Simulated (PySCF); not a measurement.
The complex [Cr(SH)6]3- (charge -3) contains Cr(III), shell d3. The structure is a model geometry with rigid ligands and bond lengths from ionic radii and bond length changed to 1.09 of its base value, not a minimum; coordination octahedral, point group S6, metal–donor distances 2.57 Å.

```
13

Cr    0.000    0.000    0.000
S     0.000    0.000    2.567
H     1.320    0.000    2.817
S     0.000    0.000   -2.567
H    -1.320    0.000   -2.817
S     2.567    0.000    0.000
H     2.817    1.320    0.000
S    -2.567    0.000    0.000
H    -2.817   -1.320    0.000
S     0.000    2.567    0.000
H     0.000    2.817    1.320
S     0.000   -2.567    0.000
H     0.000   -2.817   -1.320
```

Method (PySCF 2.14, density fitting): CASSCF(3,5) with orbitals averaged over all microstates of the shell, strongly contracted NEVPT2 on the averaged canonical orbitals; basis x2c-TZVPall on the metal, x2c-SVPall elsewhere; spin-free X2C; IEF-PCM water; spin-orbit coupling by state interaction with the mean-field operator over all roots.

What is the ground state?

4Ag (from 4A2g) (S = 3/2, orbital degeneracy 1), with 3.0 electrons in the lower (t2g-type) set and 0.0 in the upper (eg-type) set, by NEVPT2.

List the excited states of the same spin.

By NEVPT2: 4Eg (from 4T2g) at 14609 cm⁻¹ (685 nm); 4Ag (from 4T2g) at 14669 cm⁻¹ (682 nm); 4Ag (from 4T1g) at 22016 cm⁻¹ (454 nm); 4Eg (from 4T1g) at 22323 cm⁻¹ (448 nm); 4Eg (from 4T1g) at 32690 cm⁻¹ (306 nm); 4Ag (from 4T1g) at 33224 cm⁻¹ (301 nm). All are electric-dipole forbidden at this geometry.

Which is the lowest state of another spin?

2Eg at 16979 cm⁻¹ by NEVPT2; CASSCF alone puts it at 18672 cm⁻¹ above the same ground state.

What ligand-field parameters describe the result?

At CASSCF level (the NEVPT2 levels don't fit a ligand-field model well): orbital energies 0, 0, 155, 10160, 10160 cm⁻¹; 10Dq = 10109 cm⁻¹ (difference of the means of the two sets); B = 976 cm⁻¹; C = 3721 cm⁻¹; B over its free-ion value at the same level 0.845; rms of the fit 462 cm⁻¹; ζ = 244 cm⁻¹ (free ion 278).

What magnetic behaviour follows?

The ground multiplet follows a spin Hamiltonian with S = 3/2, g = 1.964, 1.964, 1.965, D = 0.11 cm⁻¹, E/|D| = 0.00 (spin-orbit part alone); the lowest levels hold 100 % of the spin-free ground state. μeff is 3.84 μB at 300 K and 3.81 μB at 10 K; the spin-only value is 3.88 μB.

The geometry is a model, and the complex may not exist in this form. NEVPT2 lifts 4Eg (from 4T2g) from 10708 to 14609 cm⁻¹; on the d shell alone it tends to overshoot states that fill the eg-type orbitals. NEVPT2 on the d shell alone tends to put d–d bands too high for such charged or covalently bound ions.

The job took 18 s on one thread of Arm Neoverse V2 (shared host), with 186 basis functions and a peak of 0.58 GiB, launched as `OMP_NUM_THREADS=1 python lf_run.py task.json out`.
